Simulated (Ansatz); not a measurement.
Consider the silylene loss: `[SiH3]/N=C1\C[SiH2]1` → `N=C1C[SiH2]1` + `[SiH2]`.

Calculated with Ansatz (gas phase, PBE0-D4/def2-TZVP geometries, no zero-point term in ΔE). CBS: MP2 limit from def2 TZ/QZ plus the TZ coupled-cluster correction, frozen cores. This one scheme is used for every species. DFT in def2-TZVPP. B3LYP here is the variant with VWN-RPA as its local correlation; programs differ in this. Each species was taken in one conformer, which may not be the lowest.

| level | ΔE (kcal/mol) | difference from CCSD(T)/CBS |
| --- | --- | --- |
| PBE-D4 | 64.7 | 0.2 |
| r2SCAN-D4 | 69.6 | 5.1 |
| PBE0-D4 | 66.6 | 2.1 |
| B3LYP-D4 | 64.3 | -0.2 |
| ωB97X-V | 66.6 | 2.1 |
| ωB97M-V | 63.3 | -1.2 |
| B2PLYP | 64.0 | -0.5 |
| PBE | 62.5 | -2.0 |
| r2SCAN | 69.0 | 4.5 |
| PBE0 | 64.7 | 0.2 |
| B3LYP | 60.8 | -3.7 |
| HF/def2-TZVPP | 61.1 | -3.4 |
| MP2/def2-TZVPP | 68.6 | 4.1 |
| SCS-MP2/def2-TZVPP | 65.7 | 1.2 |
| CCSD/def2-TZVPP | 61.6 | -2.9 |
| CCSD(T)/def2-TZVPP | 62.8 | -1.7 |
| HF/def2-QZVPP | 61.4 | -3.1 |
| MP2/def2-QZVPP | 69.7 | 5.2 |
| SCS-MP2/def2-QZVPP | 66.8 | 2.3 |
| HF/CBS(def2) | 61.4 | -3.1 |
| MP2/CBS(def2) | 70.3 | 5.8 |
| CCSD/CBS(def2) | 63.3 | -1.2 |
| CCSD(T)/CBS | 64.5 | 0 |

Largest T1 diagnostic among the species: 0.014.

In def2-TZVPP, CCSD(T) changes the Hartree–Fock value by +1.7 kcal/mol (the triples alone add +1.2 kcal/mol) and MP2 by +7.5 kcal/mol. From PBE to PBE0 (25 % exact exchange), in def2-TZVPP and without D4, ΔE moves by +2.2 kcal/mol. The D4 term adds +3.5 kcal/mol with B3LYP and +1.9 kcal/mol with PBE0; it sums over pairs of atoms, weighted by their polarisabilities, and B3LYP, whose exchange is more repulsive, gets the larger term.
